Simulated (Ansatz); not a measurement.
A series at Sn: from `N#[C][SnH]([C]#N)[C]#N`, ligands are replaced one by one, each step taking up H₂ and setting free `C#N`; n counts the steps. Ansatz, PBE0-D4/def2-TZVP geometries.

CBS adds triple-zeta CCSD(T) − MP2 to the MP2 limit, frozen cores; atoms without spin–orbit coupling. Elements past krypton have def2 core potentials. Outer-core shells of Sn are correlated without core-valence functions. Spin–orbit coupling is left out.

```tsv
n	molecule	atomization energy, CCSD(T)/CBS (kJ/mol)
0	`N#[C][SnH]([C]#N)[C]#N`	3627.1
1	`N#[C][SnH2][C]#N`	2800.5
2	`N#[C][SnH3]`	?
3	`[SnH4]`	1104.7
```

Question: By hand: fit a straight line y = ȳ + b (n − n̄) to the 3 given rows and predict n = 2.

Answer: n̄ = 1.333, ȳ = 2510.77; Σ(n − n̄)(y − ȳ) = -3928.47, Σ(n − n̄)² = 4.667, so b = -841.75 kJ/mol a step. Prediction: 2510.77 + (-841.75) × (0.667) = 1949.3 kJ/mol.

Question: By hand: compare with the computed value, 1960.3 kJ/mol, and give the steps along the whole series.

Answer: The line misses by 11.0 kJ/mol (computed minus predicted). Steps: -826.6, -840.2, -855.6 kJ/mol.

The steps differ by up to 29.0 kJ/mol, small against a whole step but well beyond the method's doubt, so the ligands' effects don't simply add. The miss is 0.4 % of the series' range. The energies themselves are unsure by some kJ/mol a bond, though much of that is common to the series.
